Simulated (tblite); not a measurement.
Compound: C6H8NO2 (doublet state).
Numbering: `[NH:1][C:2](=[O:3])[CH2:4][CH2:5]/[CH:6]=[CH:7]\[CH:8]=[O:9]` (hydrogens: H10 on N1; H11, H12 on C4; H13, H14 on C5; H15 on C6; H16 on C7; H17 on C8)
Bond orders are those of one Lewis drawing.

Computed with GFN2-xTB (tblite), gas phase: L-BFGS steps from a force-field or distance-geometry start until the largest atomic force falls under 0.01 eV/Å.

At the end of the run (lengths in Å): N1–C2 1.296, C2=O3 1.244, N1–H10 1.012, C8=O9 1.204, C2–C4 1.509, C6=C7 1.337, C8–H17 1.106, O3–C2–C4 124.2°, N1–C2–O3 117.1°, C7–C8–O9 124.5°, C4–C5–C6 110.6°, N1–C2–C4–C5 -178°, C2–C4–C5–C6 179°, C4–C5–C6–C7 119°, H11–C4–C2–N1 -56°, H11–C4–C5–C6 59°.

**Question.** These geometries were met on the way; a selection of coordinates is given. Order them by energy above the end point, lowest first.
A. N1–C2 1.406, C2=O3 1.291, N1–H10 1.057, C8=O9 1.250, C2–C4 1.476, C6=C7 1.307, C8–H17 1.081, O3–C2–C4 116.2°, N1–C2–O3 122.3°, C7–C8–O9 117.6°, C4–C5–C6 104.1°, N1–C2–C4–C5 180°, C2–C4–C5–C6 180°, C4–C5–C6–C7 120°, H11–C4–C2–N1 -65°, H11–C4–C5–C6 65°
B. N1–C2 1.336, C2=O3 1.216, N1–H10 1.043, C8=O9 1.163, C2–C4 1.535, C6=C7 1.340, C8–H17 1.124, O3–C2–C4 115.3°, N1–C2–O3 125.2°, C7–C8–O9 119.9°, C4–C5–C6 103.8°, N1–C2–C4–C5 180°, C2–C4–C5–C6 -179°, C4–C5–C6–C7 120°, H11–C4–C2–N1 -64°, H11–C4–C5–C6 65°
C. N1–C2 1.294, C2=O3 1.240, N1–H10 1.015, C8=O9 1.204, C2–C4 1.509, C6=C7 1.336, C8–H17 1.106, O3–C2–C4 125.6°, N1–C2–O3 116.3°, C7–C8–O9 124.4°, C4–C5–C6 106.6°, N1–C2–C4–C5 -179°, C2–C4–C5–C6 -175°, C4–C5–C6–C7 117°, H11–C4–C2–N1 -59°, H11–C4–C5–C6 65°
D. N1–C2 1.293, C2=O3 1.257, N1–H10 1.008, C8=O9 1.210, C2–C4 1.515, C6=C7 1.322, C8–H17 1.116, O3–C2–C4 116.4°, N1–C2–O3 121.7°, C7–C8–O9 120.7°, C4–C5–C6 104.5°, N1–C2–C4–C5 -179°, C2–C4–C5–C6 -178°, C4–C5–C6–C7 119°, H11–C4–C2–N1 -63°, H11–C4–C5–C6 65°
E. N1–C2 1.288, C2=O3 1.250, N1–H10 1.007, C8=O9 1.201, C2–C4 1.486, C6=C7 1.331, C8–H17 1.110, O3–C2–C4 123.3°, N1–C2–O3 116.3°, C7–C8–O9 123.2°, C4–C5–C6 106.1°, N1–C2–C4–C5 -179°, C2–C4–C5–C6 -176°, C4–C5–C6–C7 118°, H11–C4–C2–N1 -61°, H11–C4–C5–C6 64°

**Answer.** C (0.038 eV), E (0.084 eV), D (0.231 eV), B (0.477 eV), A (0.853 eV).

```json
{"step": "7", "E above end (eV)": "0.038", "rms distance from the end, all atoms (Å)": "0.098", "largest force (eV/Å)": "0.347", "rms shift of all bonds from the end (Å)": "0.003"}
{"step": "5", "E above end (eV)": "0.084", "rms distance from the end, all atoms (Å)": "0.105", "largest force (eV/Å)": "0.822", "rms shift of all bonds from the end (Å)": "0.007"}
{"step": "3", "E above end (eV)": "0.231", "rms distance from the end, all atoms (Å)": "0.122", "largest force (eV/Å)": "1.085", "rms shift of all bonds from the end (Å)": "0.007"}
{"step": "1", "E above end (eV)": "0.477", "rms distance from the end, all atoms (Å)": "0.132", "largest force (eV/Å)": "4.236", "rms shift of all bonds from the end (Å)": "0.021"}
{"step": "0", "E above end (eV)": "0.853", "rms distance from the end, all atoms (Å)": "0.139", "largest force (eV/Å)": "3.874", "rms shift of all bonds from the end (Å)": "0.037"}
```

Rows stand in the order of the answer.
